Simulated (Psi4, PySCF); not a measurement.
Input for PySCF:
```python
from pyscf import gto, scf, dft

mol = gto.M(
    atom='''
C    -1.19243168   -0.16784419    0.12828578
Si    0.66435470    0.08504505   -0.14296576
H    -1.77784666    0.57243506   -0.41016203
H    -1.51335466   -1.15062903   -0.20606812
H    -1.44525161   -0.08155527    1.18441817
H     1.11180308    1.43180120    0.19041623
H     1.47827415   -0.95561745    0.47320178
''',
    basis='sto-3g',
    spin=1,
    verbose=4,
)

mf = dft.UKS(mol)
mf.xc = 'bhandhlyp'
mf.grids.atom_grid = (99, 590)
mf.grids.prune = None
mf.kernel()
```

Question: Convert this to an input for Psi4.

Answer: One answer among several that fit: 
```
memory 2 GB

molecule mol {
0 2
C    -1.192432   -0.167844    0.128286
Si    0.664355    0.085045   -0.142966
H    -1.777847    0.572435   -0.410162
H    -1.513355   -1.150629   -0.206068
H    -1.445252   -0.081555    1.184418
H     1.111803    1.431801    0.190416
H     1.478274   -0.955617    0.473202
}

set {
  basis sto-3g
  reference uks
  scf_type pk
  puream true
  d_convergence 1e-8
  dft_radial_points 99
  dft_spherical_points 590
}

energy('bhhlyp')
print_variables()
```

Both were run: PySCF gave -326.685714 Eh and Psi4 -326.685714 Eh, 0.000 mEh apart.
